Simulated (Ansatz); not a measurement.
The cluster HgBr₂⁻, relaxed as a doublet with UKS r2SCAN-D4/def2-TZVPD in Ansatz, starting from the GFN1-xTB geometry. Force threshold 0.02 eV/Å.

In the def2 sets Hg takes a core potential; there is no spin–orbit coupling. The relaxation made no stability test and no search for a lower SCF solution. The structure comes from a short search, and lower isomers may exist.

Start:

Cartesian coordinates in Å:
```
Hg -0.310 -1.721 -0.824
Br -0.391 1.534 -0.762
Br 0.701 0.186 1.586
```

| step | energy (eV) | largest force component (eV/Å) | SCF passes |
| --- | --- | --- | --- |
| 1 | -144273.8852 | 0.222 | 18 |
| 2 | -144273.8965 | 0.156 | 23 |
| 3 | -144273.9118 | 0.011 | 22 |

Force components are those of the run's own axes.

End:

```xyz
3

Hg   -0.3349   -1.8455   -0.8882
Br   -0.3783    1.5909   -0.7290
Br    0.7131    0.2545    1.6172
```

Bonds lost: Hg1–Br2, Hg1–Br3 (atoms count from 1). The end holds 2 separate pieces.

No frequencies were taken in this run, so the end may be a saddle point.

Hardware: 4 threads of Arm Neoverse V1 on a shared host. Wall time 13 s.
